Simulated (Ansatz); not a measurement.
Reaction (atomization): `[NH2][Al]([OH])[SH]` → Al• + 4 H• + N• + O• + S•

Isolated molecules relaxed with PBE0-D4/def2-TZVP in Ansatz; ΔE leaves out vibrations. CCSD(T)/CBS adds triple-zeta CCSD(T) − MP2 to the extrapolated MP2 energy (def2 sets, frozen cores). This one scheme is used for every species, atoms too. Functionals use def2-TZVPP. No spin–orbit coupling; open shells (•) take unrestricted orbitals. Spin–orbit coupling would lower the free atoms: a little for Al, O, S. Each species was taken in one conformer, which may not be the lowest.

| species | PBE0-D4 energy (Eh) |
| --- | --- |
| `[NH2][Al]([OH])[SH]` | -772.84004 |
| Al• | -242.24899 |
| H• | -0.50104 |
| N• | -54.54382 |
| O• | -75.01860 |
| S• | -397.97374 |

Question: Work out ΔE.

Answer: ΔE = 4 × (-0.50104) + (-242.24899) + (-54.54382) + (-75.01860) + (-397.97374) − (-772.84004) = 1.05073 Eh = +2758.7 kJ/mol. CCSD(T)/CBS gives +2807.3 kJ/mol.

Largest T1 diagnostic among the species: 0.018.

The D4 term adds +24.1 kJ/mol with B3LYP and +12.7 kJ/mol with PBE0; it sums over pairs of atoms, weighted by their polarisabilities, and B3LYP, whose exchange is more repulsive, gets the larger term. From r2SCAN to r2SCAN0 (25 % exact exchange), in def2-TZVPP and without D4, ΔE moves by −61.2 kJ/mol: exact exchange takes away binding that semilocal exchange gives to molecules. At CCSD(T), def2-SVP lies −255.4 kJ/mol from the extrapolated value and def2-TZVPP −100.2 kJ/mol: correlation converges slowly with the basis, and small sets miss more of it in the bonded molecule than in its fragments.

B3LYP here is the variant with VWN-RPA as its local correlation; programs differ in this.

For atomizations the MP2-based limit and the directly extrapolated one differ by several kJ/mol either way, and by 10 to 25 for some Ge, Se and Sn compounds, so smaller differences from it don't rank the levels.
